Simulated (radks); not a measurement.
These are the eigenvalues of the occupied orbitals of an atom or ion with whole-number occupations (eV). Method: non-relativistic Kohn-Sham, LB94 model potential, spin-polarised, spherical densities, point nucleus; computed with a radial shooting solver on a logarithmic mesh with Libxc functionals.

| orbital | eigenvalue |
|---|---|
| 1s | -43898.33 |
| 2s | -7883.381 |
| 2p | -7549.726 |
| 3s | -2555.314 |
| 3p | -2408.192 |
| 3d | -2137.379 |
| 4s | -1224.900 |

Which element is it, and in what charge state? The configuration may be excited. Open shells, if any, are filled with parallel spins first.

Answer. Z = 61, promethium, charge +31: Pm31+ in [Ar] 3d10 4s2. The list shows which subshells hold electrons but not how many an open one holds; the 1s level, -1613.2 hartree, gives Z - s = 56.8 by -(Z - s)^2/2, which with screening narrows Z to a few neighbours, and the depths of the outer levels then fix element, charge and occupations together.
